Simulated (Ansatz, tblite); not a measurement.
Cost and result up the ladder for SnCl3(pyrrolidide) (C4H8Cl3NSn) (17 atoms). The state is a singlet with charge 0. Geometry: PBE-D4/def2-SVP.

Cartesian coordinates in Å:
```
Sn -0.806 -2.062 0.214
Cl -2.439 -1.511 -1.434
Cl 0.441 -3.881 -0.611
Cl -1.961 -2.646 2.181
N 0.532 -0.568 0.708
C -0.097 0.655 1.240
C -0.445 1.541 0.020
C 0.519 1.050 -1.098
C 1.338 -0.079 -0.426
H 0.667 1.156 1.880
H -0.955 0.416 1.901
H -0.325 2.619 0.247
H -1.501 1.384 -0.281
H -0.056 0.649 -1.958
H 1.172 1.856 -1.486
H 1.631 -0.907 -1.104
H 2.282 0.329 0.005
```

Ansatz on 4 threads of Arm Neoverse V2 on a shared host; xTB runs through tblite on one thread. Times are rough, summed over both states, and most runs start from the orbitals of an earlier one. PBE0-D4/def2-TZVP serves as the yardstick here, not as an exact answer. The other state is a doublet.

In the def2 sets Sn takes a core potential; there is no spin–orbit coupling. The xTB rows come from tblite.

Raw xTB energies of ions are shifted by several eV.

```tsv
level	functions	vertical IE (eV)	difference from PBE0-D4/def2-TZVP (eV)
PBE0-D4/def2-TZVP (with forces)	364	8.90	0.00
PBE-D4/def2-TZVP	364	8.79	-0.11
GFN1-xTB	72	14.03	5.13
GFN2-xTB	64	13.54	4.64
```

Task: Estimate how long each takes.

Result: GFN1-xTB 0.03 s; GFN2-xTB 0.036 s; PBE-D4/def2-TZVP 26 s; PBE0-D4/def2-TZVP (with forces) 71 s. On shared hardware such times vary by a factor of up to 3.
